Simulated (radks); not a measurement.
Excited configurations of Au2+: one electron is placed in a higher orbital outside [Xe] 4f14 5d8. The ground configuration is [Xe] 4f14 5d9. All-electron calculation, scalar-relativistic Kohn-Sham, LDA (Slater exchange, Perdew-Wang correlation), spin-unpolarised, spherical densities, finite nucleus; Fermi nuclear charge, rms radius 5.4371 fm. Program: a radial shooting solver on a logarithmic mesh with Libxc functionals. Excitation = E - E(ground); binding = E(ion) - E, where the ion is the core of charge +3; n* = 3/sqrt(2 binding) in atomic units, and the quantum defect is n - n*.

| outer orbital | excitation (eV) | binding (eV) | n* | quantum defect | eigenvalue (eV) | <r> (bohr) |
|---|---|---|---|---|---|---|
| 5f | 25.880 | 8.292 | 3.843 | 1.157 | -6.425 | 5.158 |
| 6s | 5.112 | 29.060 | 2.053 | 3.947 | -24.521 | 2.367 |
| 6p | 13.897 | 20.274 | 2.458 | 3.542 | -16.718 | 2.954 |
| 6d | 22.601 | 11.571 | 3.253 | 2.747 | -9.444 | 4.492 |
| 6f | 28.581 | 5.590 | 4.680 | 1.320 | -4.577 | 9.041 |
| 7s | 21.592 | 12.580 | 3.120 | 3.880 | -10.757 | 5.040 |
| 7p | 24.160 | 10.012 | 3.497 | 3.503 | -8.519 | 6.038 |
| 7d | 27.316 | 6.856 | 4.226 | 2.774 | -5.782 | 8.261 |
| 7f | 30.245 | 3.927 | 5.584 | 1.416 | -3.315 | 13.97 |

The Delta-SCF ionisation energy is 34.172 eV (NIST Atomic Spectra Database: 30 eV, theoretical). Self-interaction in the functional shifts the binding energies and quantum defects, so they are the method's values and not measured ones. Spin polarisation and multiplet splitting are left out, so open shells lie too high by an amount that depends on their filling. Spin-orbit splitting is averaged out at the scalar-relativistic level.

Beside tabulated values, note that spin-unpolarised runs miss the spin-polarisation part of the exchange energy of open shells.
